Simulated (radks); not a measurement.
Spherical quantum dot in the effective-mass picture: electrons in a parabolic well V = omega^2 r^2 / 2 with omega = 3.96, with a point charge +1 (a donor) at the centre, all in effective atomic units (hartree* = m*/eps^2 hartree, bohr* = eps/m* bohr), one dielectric constant everywhere. Calculated with a radial shooting solver with Libxc functionals: non-relativistic Kohn-Sham, LDA (Slater exchange, Perdew-Wang correlation), spin-polarised, spherical densities. Levels are named by radial order and angular momentum (1s, 1p, 1d, 2s, ...), and open shells are averaged over m. At N = 28 the configuration is 1s2 1p6 1d10 2s2 1f(up 7, down 1). Does electron 29 go into 2p down or 2p up or 1f down?

Answer. Into 1f down. The total energies of the other choices lie higher by 0.113 hartree* (2p up), 0.215 hartree* (2p down).
